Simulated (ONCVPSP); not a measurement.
## helium: from the effect back to the setting (ONCV)

Base potential:

```json
{
  "Element": "He",
  "Generator": "ONCVPSP 4.0.1",
  "Type": "optimised norm-conserving Vanderbilt (ONCV)",
  "Functional": "LDA (Perdew-Wang 92)",
  "Relativity": "scalar-relativistic",
  "Frozen core": "none",
  "Valence charge": "2",
  "Reference configuration": "1s1.5 (charge +0.5)",
  "Partial waves": "1s: rc 0.60 bohr, ncon 4, nbas 7, qcut 8.9 1/bohr, 2 projectors, debl 3 Ha; p scattering state at 0.47 Ha: rc 0.65 bohr, ncon 4, nbas 7, qcut 13.5 1/bohr, 2 projectors, debl 2.8 Ha",
  "Local potential": "polynomial inside 0.55 bohr (lpopt 5, dvloc0 0 Ha)",
  "Core correction": "none"
}
```

Cutoffs, loose and tight: the cutoffs (Ha) at which the residual kinetic energy of the hardest occupied pseudo-wave falls to 1 and 0.1 mHa per electron. They do not see the model core or the augmentation charge, which bear on the density cutoff. Test errors are all-electron minus pseudo excitation energies from the reference, over the configurations 1s2; 1s1; variants that change the core or the reference have their own tests.

Only the s radius is moved:

```json
{"s radius (bohr)": "0.42", "cutoff, loose": "480 Ha", "cutoff, tight": "658 Ha", "bound ghosts": "none", "largest test error (meV)": "+1.0"}
{"s radius (bohr)": "0.56", "cutoff, loose": "274 Ha", "cutoff, tight": "374 Ha", "bound ghosts": "none", "largest test error (meV)": "+3.5"}
{"s radius (bohr)": "0.62", "cutoff, loose": "210 Ha", "cutoff, tight": "303 Ha", "bound ghosts": "none", "largest test error (meV)": "+5.4"}
{"s radius (bohr)": "0.68", "cutoff, loose": "114 Ha", "cutoff, tight": "246 Ha", "bound ghosts": "none", "largest test error (meV)": "+7.8"}
{"s radius (bohr)": "0.72", "cutoff, loose": "93 Ha", "cutoff, tight": "218 Ha", "bound ghosts": "none", "largest test error (meV)": "+9.4"}
{"s radius (bohr)": "0.8", "cutoff, loose": "46 Ha", "cutoff, tight": "168 Ha", "bound ghosts": "none", "largest test error (meV)": "+13"}
{"s radius (bohr)": "0.86", "cutoff, loose": "40 Ha", "cutoff, tight": "139 Ha", "bound ghosts": "none", "largest test error (meV)": "+16"}
```

Problem. One more run gave cutoff, loose: 379 Ha; cutoff, tight: 510 Ha; bound ghosts: none; largest test error (meV): +1.5. Which value of the s radius was used?

Solution. 0.48 bohr. The loose cutoff moves one way along this sweep, from 480 Ha at 0.42 to 40 Ha at 0.86 bohr, which places the run between 0.42 and 0.56 bohr.
